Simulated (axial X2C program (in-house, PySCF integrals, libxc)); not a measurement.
# TiF⁺: from the spin-free to the two-component result

All values were computed with an axial X2C code built on PySCF integrals. Spin-free means the one-electron spin-free X2C Hamiltonian; two-component (2c) means X2C with spin–orbit coupling and atomic mean-field two-electron Coulomb and Gaunt terms, so the difference of the two also holds small scalar two-electron terms. Basis: Ti dyall-cv3z [10s10p6d4f2g], F dyall-av3z [7s6p3d2f] (cores contracted in-house); Gaussian nuclei, density fitting, unrestricted open shells. Masses: Ti 47.948 u, F 18.998 u.

Spin-free state: M_S = 1, Λ = 0 (beyond evenly filled blocks: δ+α, δ-α); fragments Ti+ + F.

```tsv
level	Re (Å)	ωe (cm⁻¹)	De (eV)	μ (D)
PBE0	1.716	814.3	5.622	-6.17
HF	1.755	788.0	2.915	-7.66
MP2	1.751	772.6	5.480	n/a
PW91	1.720	798.2	6.247	-5.64
```

Correlated methods: 10 electrons correlated (number of frozen shells: Ti 3 s, 2 p; F 1 s), 280 virtual spin orbitals or spinors in MP2.

Dipoles are positive if F is the positive end and refer to the centre of mass.

Two-component determinant lowest at the distance of the search:

Ω = 1 (⟨Sz⟩ = 1.00, ⟨Lz⟩ = 0.00 at HF); fragments Ti+ + F.

| level | Re (Å) | ωe (cm⁻¹) | μ (D) |
| --- | --- | --- | --- |
| PBE0 | 1.716 | 814.3 | -6.17 |
| HF | 1.755 | 787.9 | -7.65 |
| MP2 | 1.751 | 772.6 | n/a |
| PW91 | 1.720 | 798.2 | -5.64 |

(1) From the two tables, how do the constants change at the MP2 level (2c against spin-free)?

One determinant describes the state; a PBE0 search over occupations chose it and may have missed a lower one. De is counted from the lowest determinant-based energies of the atoms at the same level, without counterpoise correction. De is not given where an atomic determinant may have missed its ground term or J level, or where the truncated virtual space spoils (T). Density functionals use the spin component along the axis (collinear). Other states lie close and PBE0, whose exact exchange favours high spin, may order them wrongly; the determinant shown need not be the ground state. The nearest other spin-free determinant of the search, M_S = 1, Λ = 2, lies 0.32 eV up at the distance of the search. The functionals have no current-density term, which raises determinants with orbital currents, atoms included. With several unpaired electrons one determinant need not be a pure state. The outer-core s and p shells of the metal are frozen in the correlated rows, which leaves out core–valence correlation; for alkali and alkaline-earth bonds that tends to lengthen them. Open-shell Ω = 0 determinants with evenly filled partner blocks cannot be reached by this program, so the Ω shown need not be the lowest component. At some level and bond length an empty orbital lies below a filled one.

## Answers

(1) At the MP2 level Re is unchanged within 0.001 Å and ωe stays the same within 0.2 cm⁻¹.
